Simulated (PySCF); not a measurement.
**Structure elucidation problem**

The spectra below were simulated for a compound C6H12O2.

$^{1}$H NMR (400 MHz, computed): δ 2.06 (s, 3H), 1.52 (s, 9H).

$^{13}$C{$^{1}$H} NMR (computed): δ 176.1 (C), 80.6 (C), 28.8 (CH3), 25.0 (CH3).

PySCF 2.14.0 with density-fitted response routines calculation with coordinates at the GFN2-xTB level and σ from GIAO-PBE0/pcSseg-1; rapidly exchanging positions averaged, non-relativistic Hamiltonian, no solvent model, single conformer.

Scale: TMS for $^{1}$H and $^{13}$C (reference shieldings calculated alike).

What is the structure?

Answers


- The formula gives 1 degree of unsaturation (no ring in the answer).
- 4 carbon signals for 6 carbons: some carbons are equivalent by symmetry or fast rotation.
- Carbon types of the structure: 2 × C, 4 × CH3, which accounts for all hydrogens.
- δC 176.1: ester carbonyl carbon; lone-pair donation from the attached heteroatom keeps it upfield of a ketone carbonyl.
- δC 80.6: fully substituted sp3 carbon bonded to O; the inductive effect lowers its shielding.
- δC 28.8: methyl carbon; saturated and bonded to C and H only.
- δC 25.0: methyl carbon α to a carbonyl; α to the electron-withdrawing carbonyl group.
- δH 2.06: hydrogen on a methyl carbon α to a carbonyl; α to C=O.
- δH 1.52: hydrogen on a methyl carbon.

Structure: SMILES O(C(C)=O)C(C)(C)C.

This is the structure that produced the data.

Shifts are as computed. Against solution values, carbons near 30 ppm lie about +3 ppm off and those near 130 ppm about +5 ppm. Of 1211 compounds with measured shifts, 218 miss one by over three times the rms of a fit or turn the order of signals round; such compounds aren't used in these exercises. No couplings were computed; multiplicities are counted from neighbouring protons, with m where these are inequivalent, close in shift, in a saturated or five-membered ring or joined by F or P, and br s for small geminal =CH2 splittings.
